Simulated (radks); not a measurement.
Values are calculated unless marked as measured or tabulated.
Question: Ionisation of neutral lithium, [He] 2s1, to Li+, [He], under several functionals. Non-relativistic Kohn-Sham, spin-polarised, spherical densities, point nucleus; open shells are filled with parallel spins first; a radial shooting solver on a logarithmic mesh with Libxc functionals. The NIST Atomic Spectra Database gives 5.392 eV (measured). Rank these functionals by the error of their Delta-SCF ionisation energy: HCTH/407; AM05; exchange-only PBE; RPBE; BP86; PBE.

Answer: From best to worst: exchange-only PBE 5.407 eV (+0.015); AM05 5.453 eV (+0.062); BP86 5.565 eV (+0.174); PBE 5.590 eV (+0.198); HCTH/407 5.600 eV (+0.208); RPBE 5.649 eV (+0.257).
